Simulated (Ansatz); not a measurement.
Consider the ligand exchange at the Si–N bond: `CN([SiH3])[SiH2]Cl` + `BN[SiH2]Cl` → `BN([SiH3])[SiH2]Cl` + `CN[SiH2]Cl`.

Calculated with Ansatz (gas phase, PBE0-D4/def2-TZVP geometries, no zero-point term in ΔE). CCSD(T)/CBS adds triple-zeta CCSD(T) − MP2 to the extrapolated MP2 energy (def2 sets, frozen cores). Functionals use def2-TZVPP. Each species was taken in one conformer, which may not be the lowest.

**Question.** Is it downhill or uphill in electronic energy at CCSD(T)/CBS, and by how much? (Best estimate.)

**Answer.** Ansatz gave: Uphill: ΔE = +0.11 eV.

**Question.** What do these levels give: r2SCANh-D4, B2PLYP, MP2/def2-TZVPP, SCS-MP2/def2-TZVPP, SCS-MP2/def2-QZVPP, MP2/CBS(def2)? (Estimate.)

**Answer.** Ansatz gave: r2SCANh-D4 0.12, B2PLYP 0.12, MP2/def2-TZVPP 0.12, SCS-MP2/def2-TZVPP 0.12, SCS-MP2/def2-QZVPP 0.11, MP2/CBS(def2) 0.11 eV.

Largest T1 diagnostic among the species: 0.012.

Leaving LDA and LC-ωPBE aside and taking each functional with its dispersion term where it has one, the values, not all of them listed here, spread over 0.02 eV, from BHLYP-D4 to B97M-V.
